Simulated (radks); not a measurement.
Nb+, configuration [Kr] 4d4. Method: Dirac Kohn-Sham, PBE, spin-unpolarised, spherical densities, finite nucleus; open shells are shared between the two j in proportion to 2j + 1; Fermi nuclear charge, rms radius 4.324 fm; computed with a radial shooting solver on a logarithmic mesh with Libxc functionals.

Normalised radial functions P(r) = r R(r) (large component), r in bohr:

r	3d5/2	4p3/2
0.001859	0.0000	0.0010
0.00213	0.0000	0.0014
0.002441	0.0000	0.0018
0.002819	0.0000	0.0023
0.003229	0.0001	0.0030
0.0037	0.0001	0.0039
0.004273	0.0001	0.0052
0.004895	0.0002	0.0067
0.005608	0.0003	0.0086
0.006425	0.0004	0.0111
0.007421	0.0006	0.0144
0.008502	0.0008	0.0184
0.00974	0.0012	0.0235
0.01125	0.0019	0.0303
0.01289	0.0028	0.0383
0.01476	0.0040	0.0482
0.01692	0.0059	0.0604
0.01954	0.0088	0.0760
0.02238	0.0127	0.0937
0.02564	0.0182	0.1146
0.02961	0.0266	0.1401
0.03393	0.0378	0.1674
0.03887	0.0534	0.1972
0.04453	0.0746	0.2286
0.05143	0.1054	0.2615
0.05892	0.1444	0.2899
0.06751	0.1954	0.3121
0.07796	0.2654	0.3244
0.08932	0.3490	0.3202
0.1023	0.4513	0.2959
0.1172	0.5729	0.2470
0.1354	0.7212	0.1658
0.1551	0.8757	0.0622
0.1777	1.0370	-0.0627
0.2053	1.2040	-0.2064
0.2352	1.3447	-0.3369
0.2694	1.4540	-0.4424
0.3087	1.5177	-0.5025
0.3565	1.5233	-0.4966
0.4084	1.4649	-0.4141
0.4679	1.3472	-0.2570
0.5404	1.1697	-0.0235
0.6191	0.9697	0.2346
0.7093	0.7589	0.4958
0.8126	0.5579	0.7255
0.9385	0.3739	0.9008
1.075	0.2367	0.9805
1.232	0.1373	0.9712
1.423	0.0694	0.8775
1.63	0.0326	0.7353
1.867	0.0135	0.5704
2.139	0.0049	0.4093
2.471	0.0014	0.2635
2.831	0.0004	0.1588
3.243	0.0001	0.0869
3.745	0.0000	0.0407
4.291	0.0000	0.0176
4.916	0.0000	0.0066
5.632	0.0000	0.0021
6.505	0.0000	0.0005
7.452	0.0000	0.0001

3d5/2: eigenvalue -201.34 eV, 0 radial nodes, <r> = 0.434 bohr, 90 % of the charge inside 0.696 bohr. 4p3/2: eigenvalue -40.295 eV, 2 radial nodes at r = 0.166, 0.547 bohr, <r> = 1.31 bohr, 90 % of the charge inside 1.96 bohr.
